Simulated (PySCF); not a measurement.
Simulated absorption spectrum

Species: C₅H₁₂BNO.
Bonds: B1–N2, N2–C3 (triple), C3–C4, C4–O5, O5–C6, C6–C7, C6–C8. Hydrogens: H9, H10, H11 on B1; H12, H13 on C4; H14 on C6; H15, H16, H17 on C7; H18, H19, H20 on C8.

Computed with PySCF 2.14.0, density-fitted response routines, TDDFT PBE0/def2-SVPD, vertical, gas phase, core orbitals frozen in the response. Isolated species at its PBE0-D3(BJ)/def2-SVP geometry (one conformer only). Torsions of this conformer, `[BH3-:1][N+:2]#[C:3][CH2:4][O:5][CH:6]([CH3:7])[CH3:8]`: C3–C4–O5–C6 -86°, C4–O5–C6–C7 -165°.

Computed states:

```json
{"state": "S1", "E (eV)": "5.34", "f": "0.0026"}
{"state": "S2", "E (eV)": "5.65", "f": "0.042"}
{"state": "S3", "E (eV)": "5.86", "f": "0.0058"}
{"state": "S4", "E (eV)": "6.54", "f": "0.061"}
{"state": "S5", "E (eV)": "6.69", "f": "0.567"}
{"state": "S6", "E (eV)": "6.85", "f": "0.010"}
{"state": "S7", "E (eV)": "6.90", "f": "0.015"}
{"state": "S8", "E (eV)": "7.20", "f": "0.0035"}
{"state": "S9", "E (eV)": "7.73", "f": "0.0070"}
{"state": "S10", "E (eV)": "7.76", "f": "0.030"}
```

Each state is given a Gaussian of 0.4 eV full width at half maximum, with ε(max) = 2.175×10⁸ f / Δν̃ (Δν̃ the width in cm⁻¹). The width is an assumption, not a result. The curve ends short of the highest state used, and states not computed would add to its high-energy end.

Q: Give the broadened spectrum and its maxima.

A: 
(E (eV), ε (L mol⁻¹ cm⁻¹)): (4.74, 0), (4.78, 1), (4.83, 2), (4.87, 4), (4.91, 8), (4.96, 16), (5.00, 26), (5.05, 48), (5.09, 74), (5.14, 122), (5.18, 179), (5.22, 259), (5.27, 405), (5.31, 571), (5.36, 858), (5.40, 1157), (5.44, 1511), (5.49, 1999), (5.53, 2383), (5.58, 2781), (5.62, 2981), (5.66, 3045), (5.71, 2922), (5.75, 2682), (5.80, 2261), (5.84, 1879), (5.88, 1501), (5.93, 1080), (5.97, 807), (6.02, 565), (6.06, 464), (6.11, 485), (6.15, 669), (6.19, 1073), (6.24, 2046), (6.28, 3368), (6.33, 5962), (6.37, 8970), (6.41, 12893), (6.46, 18992), (6.50, 24529), (6.55, 31525), (6.59, 36438), (6.63, 40050), (6.68, 41966), (6.72, 41135), (6.77, 37339), (6.81, 32635), (6.86, 25697), (6.90, 20080), (6.94, 14960), (6.99, 9717), (7.03, 6569), (7.08, 3838), (7.12, 2430), (7.16, 1527)

Maxima: 219 nm (5.66 eV), ε about 3000, made up of S2 (93%); 185 nm (6.68 eV), ε about 42000, made up of S5 (91%) (ε in L mol⁻¹ cm⁻¹; maxima over ε = 5, shares over 10%).

Q: Does any computed singlet lie in the visible range?

A: No computed singlet lies in the visible range (380 to 750 nm); the lowest, at 232 nm, stands 2.08 eV above its violet end (3.26 eV).

Q: Coming from long wavelengths, where does ε first pass 100 L mol⁻¹ cm⁻¹?

A: At about 242 nm (5.12 eV), 0.22 eV below S1.

Q: On this curve, what absorbance would a 10⁻⁴ mol/L sample give at 254 nm over a 1 cm path?

A: 254 nm is 4.881 eV, where ε is about 4.9 L mol⁻¹ cm⁻¹, so A = ε c l ≈ 0.00049 (Beer–Lambert, with the gas-phase spectrum and the assumed width).

All these states lie below the vertical ionisation energy of 10.77 eV (ΔSCF).
